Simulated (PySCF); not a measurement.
# A thermochemical cycle for CaIn

PBE in PySCF with x2c-SVPall on every atom, spin-free X2C, for the lowest determinant that a PBE0 search found; no spin–orbit coupling. CaIn, a doublet (π ↑), has De = 0.74 eV to neutral atoms, and CaIn⁺, a singlet (closed shell), has De = 1.37 eV to Ca + In⁺.

At the same level the In atom ionises at 5.57 eV.

Q: What is the adiabatic ionisation energy of the molecule, and does ionisation strengthen or weaken the bond?

A: IE = IE(In) + De(neutral) − De(ion) = 5.57 + 0.74 − 1.37 = 4.94 eV. De changes by +0.63 eV, so ionisation strengthens the bond.

Closed-shell solutions of metal pairs were not tested for spin polarisation, which can lower them a little. These are scalar-relativistic numbers at best; spin–orbit coupling would shift them, the dissociation energy most. For an ion De counts to the pair picked by the measured ionisation energies or electron affinities, which need not be the lowest pair at this level. States were picked by a PBE0 search and need not be the measured ground states.
